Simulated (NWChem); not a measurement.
The numbers come from NWChem runs, not from measurements. System: H₃B, charge 0, spin multiplicity 1, at a geometry optimised with B3LYP/def2-SVP. The structure started from a generated list of species. Level: CCSD(T)/6-31+G* (spherical d), 1 core orbitals frozen.

Input file:

```
start mol
memory heap 100 mb stack 700 mb global 1900 mb
geometry units angstroms nocenter noautoz
  B      0.000000     0.000000    -0.000000
  H      0.000000     0.000000     1.204392
  H     -1.043033     0.000000    -0.602195
  H      1.043033     0.000000    -0.602195
  symmetry group C2v
end
basis spherical
  * library 6-31+g*
end
scf
  rhf
  nopen 0
  maxiter 100
  thresh 1e-7
  semidirect memsize 60000000 filesize 0
end
tce
  freeze core 1
  ccsd(t)
  2eorb
  2emet 13
  thresh 1e-6
  maxiter 100
  tilesize 24
end
task tce energy
```

Output (cleaned and shortened):

```
             Northwest Computational Chemistry Package (NWChem) 7.3.0
             --------------------------------------------------------

                                NWChem Input Module
                                -------------------

 Scaling coordinates for geometry "geometry" by  1.889725989
 (inverse scale =  0.529177249)

 Turning off AUTOSYM since
 SYMMETRY directive was detected!

                             Geometry "geometry" -> ""
                             -------------------------

 Output coordinates in angstroms (scale by  1.889725989 to convert to a.u.)

  No.       Tag          Charge          X              Y              Z
 ---- ---------------- ---------- -------------- -------------- --------------
    1 B                    5.0000     0.00000000     0.00000000     0.00000000
    2 H                    1.0000     0.00000000     0.00000000     1.20439200
    3 H                    1.0000    -1.04303300     0.00000000    -0.60219500
    4 H                    1.0000     1.04303300     0.00000000    -0.60219500

 Effective nuclear repulsion energy (a.u.)       7.3516160856

            Nuclear Dipole moment (a.u.)
            ----------------------------
        X                 Y               Z
 ---------------- ---------------- ----------------
     0.0000000000     0.0000000000     0.0000037795

      Symmetry information
      --------------------

 Group name             C2v
 Group number             16
 Group order               4
 No. of unique centers     3

      Symmetry unique atoms

     1    2    3


 Summary of "ao basis" -> "" (spherical)
 ------------------------------------------------------------------------------
       Tag                 Description            Shells   Functions and Types
 ---------------- ------------------------------  ------  ---------------------
 *                          6-31+g*                   on all atoms

 Summary of "ao basis" -> "ao basis" (spherical)
 ------------------------------------------------------------------------------
       Tag                 Description            Shells   Functions and Types
[...]
           Alpha electrons :     4
            Beta electrons :     4
           No. of orbitals :    48
            Alpha orbitals :    24
             Beta orbitals :    24
        Alpha frozen cores :     1
         Beta frozen cores :     1
     Alpha frozen virtuals :     0
      Beta frozen virtuals :     0
         Spin multiplicity : singlet
    Number of AO functions :    24
       Number of AO shells :    14
        Use of symmetry is : on
      Symmetry adaption is : on
         Schwarz screening : 0.10D-09

          Correlation Information
          -----------------------
          Calculation type : Coupled-cluster singles & doubles w/ perturbation
   Perturbative correction : (T)
            Max iterations :      100
        Residual threshold : 0.10D-05
     T(0) DIIS level shift : 0.00D+00
     L(0) DIIS level shift : 0.00D+00
     T(1) DIIS level shift : 0.00D+00
     L(1) DIIS level shift : 0.00D+00
     T(R) DIIS level shift : 0.00D+00
     T(I) DIIS level shift : 0.00D+00
   CC-T/L Amplitude update :  5-th order DIIS
                I/O scheme : Global Array Library
        L-threshold :  0.10D-05
        EOM-threshold :  0.10D-05
 no EOMCCSD initial starts read in
 TCE RESTART OPTIONS
 SLICE:      F
 D4D5:       F
 quantumc:   F
 qrotation:  F
 pwtce:      F
 qducc:      F
 nacto:                         0
 nrotv:                         0
 nrot:                          0

            Memory Information
            ------------------
          Available GA space size is     249036224 doubles
          Available MA space size is     104855772 doubles

 Maximum block size supplied by input
 Maximum block size        24 doubles

 tile_dim =     10

 -------------------------------------------------

 Global array virtual files algorithm will be used

 Parallel file system coherency ......... OK

 4-electron integrals stored in orbital form

 v2    file size   =            27913
 4-index algorithm nr.  13 is used
 imaxsize =       30
 imaxsize ichop =        0


CCSD iterations
 ---------------------------------------------------------
 Iter          Residuum       Correlation     Cpu    Wall
 ---------------------------------------------------------
    1   0.0962563111807  -0.0745439605935     0.0     0.0
    2   0.0273359371447  -0.0891136111650     0.0     0.0
    3   0.0096959963403  -0.0924450802799     0.0     0.0
    4   0.0038263626138  -0.0934252110495     0.0     0.0
    5   0.0016163616794  -0.0937509365637     0.0     0.0
    6   0.0001698627737  -0.0939484584372     0.0     0.0
    7   0.0000645623162  -0.0939460876018     0.0     0.0
    8   0.0000321588239  -0.0939460777960     0.0     0.0
    9   0.0000170184469  -0.0939460556094     0.0     0.0
   10   0.0000091703540  -0.0939460804170     0.0     0.0
   11   0.0000008871444  -0.0939461227497     0.0     0.0
 -----------------------------------------------------------------
 Iterations converged
 CCSD correlation energy / hartree =        -0.093946122749667
 CCSD total energy / hartree       =       -26.483569351550653

 Singles contributions

 Doubles contributions
 CCSD(T)
 Using plain CCSD(T) code
             total no. of tasks           80
 total no. of tasks / no. procs           80
                         wl_min            5           1.3
                         wl_max         8000           4.5
        thresh for no. of tasks           80

 CCSD[T]  correction energy / hartree =        -0.001498684014591
 CCSD[T] correlation energy / hartree =        -0.095444806764258
 CCSD[T] total energy / hartree       =       -26.485068035565245
 CCSD(T)  correction energy / hartree =        -0.001426371749564
 CCSD(T) correlation energy / hartree =        -0.095372494499230
 CCSD(T) total energy / hartree       =       -26.484995723300216

 Task  times  cpu:        0.8s     wall:        0.8s

 Total times  cpu:        0.8s     wall:        0.8s
```
